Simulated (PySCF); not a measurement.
## Distorted geometries of [OsO2(OH)2]2+

[OsO2(OH)2]2+ (singlet). PySCF 2.14.0, RKS PBE, Os def2-SVP with ECP60, O def2-SVP, H def2-SVP; non-relativistic Hamiltonian with scalar-relativistic core potentials where named; density fitting; no spin-orbit coupling. Relaxed geometry:

```xyz
7

Os    0.0000    0.0000   -0.1426
O     0.9363    0.9660    0.8624
O    -0.9363   -0.9660    0.8624
O     1.1107   -0.9647   -1.1606
H     1.3787   -1.9127   -1.4016
O    -1.1107    0.9647   -1.1606
H    -1.3787    1.9127   -1.4016
```

Order these distorted geometries by energy above the relaxed one, lowest first.
A.
```xyz
7

Os    0.0426    0.0716   -0.1822
O     0.8566    0.9486    0.7916
O    -1.0090   -1.1421    0.8256
O     1.1835   -0.8887   -1.1933
H     1.4727   -1.8247   -1.4184
O    -1.1372    0.9608   -1.0007
H    -1.4092    1.8746   -1.3648
```
B.
```xyz
7

Os    0.0439   -0.0394   -0.1336
O     1.0152    0.9521    0.7531
O    -0.9191   -0.9987    0.8128
O     1.0581   -0.9754   -1.2050
H     1.3136   -1.9032   -1.3165
O    -1.1092    1.0020   -1.0764
H    -1.4025    1.9626   -1.3766
```
C.
```xyz
7

Os   -0.0174   -0.0229   -0.1170
O     0.9308    0.9500    0.8426
O    -0.9216   -0.9831    0.8535
O     1.0968   -0.9207   -1.1593
H     1.4455   -1.8850   -1.3951
O    -1.1138    0.9425   -1.1646
H    -1.4203    1.9191   -1.4023
```

C (0.14 eV), B (0.28 eV), A (1.83 eV).

Which forces (eV/Å) act in the one that lies 0.28 eV up?


```
Os  -2.93  2.30 -2.41
O    1.23  0.84  1.75
O   -0.43 -0.81  1.42
O    0.72  0.50 -0.77
H    0.61 -1.87 -0.47
O    0.32  0.03  0.06
H    0.48 -0.98  0.42
```
Forces carry noise of the integration grid, about 0.01 to 0.03 eV/Å.
